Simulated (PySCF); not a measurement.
NMR data simulated for an unnamed compound:

1H NMR (500 MHz, computed): δ 5.32 (m, 1H), 4.73 (m, 1H), 4.27 (d, 3H), 1.03 (m, 1H), 0.53 (br s, 2H).

13C{1H} NMR (computed): δ 124.3 (C), -7.1 (CH).

[PySCF: shieldings: GIAO PBE0/pcSseg-1; GFN2-xTB geometry; a single conformation; non-relativistic Hamiltonian; no solvent; equivalent nuclei averaged]

Referencing at the same level of theory: 1H and 13C vs TMS.

Which of these does the molecule contain: a Si–H bond, a heteroaromatic ring, an aldehyde, an OH group, an NH or NH2 group, a nitrile?

Answers


- A Si–H bond: yes (δH 4.27 (d)).
- A heteroaromatic ring: no.
- An aldehyde: no.
- An OH group: no.
- An NH or NH2 group: yes (δH 0.53 (br s)).
- A nitrile: yes (δC 124.3).

The data belong to SMILES N#C[C@H]([SiH3])[SiH2]N, C2H8N2Si2; they needn't prove each group on their own.

Carbon signals by region: 1 in the sp2 and nitrile region (100–160 ppm), 1 below 50 ppm.

Exchangeable OH/NH protons stand at their gas-phase positions; hydrogen bonding in a real sample shifts them, mostly to higher δ. Shifts are as computed. Against solution values, carbons near 30 ppm lie about +3 ppm off and those near 130 ppm about +5 ppm. Of 1309 compounds with measured shifts, 239 miss one by over three times the rms of a fit or turn the order of signals round; such compounds aren't used in these exercises. Multiplicities follow the n + 1 count of equivalent neighbours, as no J values were calculated; m marks all less simple cases, F and P coupling included.
